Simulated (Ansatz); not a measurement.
Saddle point of GaHCl$_{2}$, singlet (GaCl + HCl → GaCl + HCl; bonds formed: Ga1–Cl4, Cl2–H3; bonds broken: Ga1–Cl2, H3–Cl4), PBE0-D4/def2-TZVP structure:

Ga1  (1.482, -0.388, -0.497)
Cl2  (-0.917, -0.057, -1.286)
H3  (-0.690, 0.180, 0.231)
Cl4  (0.124, 0.264, 1.552)
(Å)

Energies are electronic, without zero-point energy. Barriers and step energies count from the start structure reached by relaxing down the imaginary mode; all methods use the PBE0-D4 structures, on which another method's saddle can fall below an end. Computed with Ansatz 0.2.0 (basis: def2-TZVPP, with def2-QZVPP for the basis limit); correlated methods freeze the cores. Filled d shells of the heavier atoms are correlated. The def2 sets are not built for correlating such inner shells, so the correlated values are less sure here. B3LYP uses VWN-RPA correlation. Extrapolation: Hartree–Fock as exp(−7.88 √X), correlation as X^−2.97.

| method | barrier (kcal/mol) | step energy (kcal/mol) |
| --- | --- | --- |
| SPW92 | -2.50 | 0.00 |
| PBE-D4 | ? | 0.00 |
| BLYP-D4 | 4.23 | 0.00 |
| r2SCAN-D4 | 2.87 | 0.00 |
| B97M-V | 6.62 | 0.00 |
| PBE0-D4 | 4.00 | 0.00 |
| B3LYP-D4 | 5.95 | 0.00 |
| r2SCAN0-D4 | 4.84 | 0.00 |
| BHLYP-D4 | ? | 0.00 |
| CAM-B3LYP-D4 | 7.21 | 0.00 |
| wB97X-V | 7.55 | 0.00 |
| wB97M-V | 7.14 | 0.00 |
| B2PLYP | 6.73 | 0.00 |
| PBE-QIDH | 6.08 | 0.00 |
| RPA on PBE | ? | 0.00 |
| HF | 16.62 | 0.00 |
| MP2 | 6.59 | 0.00 |
| CCSD | 10.21 | 0.00 |
| CCSD(T) | 8.39 | 0.00 |

(1) Fill in the withheld barriers. (To be estimated.)

No T1 diagnostic of these runs exceeds 0.012.

Answers

(1) Computed: PBE-D4 1.48; BHLYP-D4 9.11; RPA on PBE 7.87 kcal/mol. Each is the energy of the saddle less that of the start structure, by the same method.

For comparison, the barrier by CCSD(T) at an estimated basis limit (MP2 extrapolated from triple and quadruple zeta, plus CCSD(T) − MP2 in triple zeta) is 7.51 kcal/mol.

For scale, one of the runs: CCSD(T)/def2-TZVPP, 146 basis functions, launched by `ansatz run in.yaml --threads 2 --pin off --events-out ev --progress --plain --max-ram 4352MiB`. The run took 9.5 s on 2 CPU threads of an Intel Xeon 6975P-C (shared host), with 0.88 GiB of host memory at its peak.
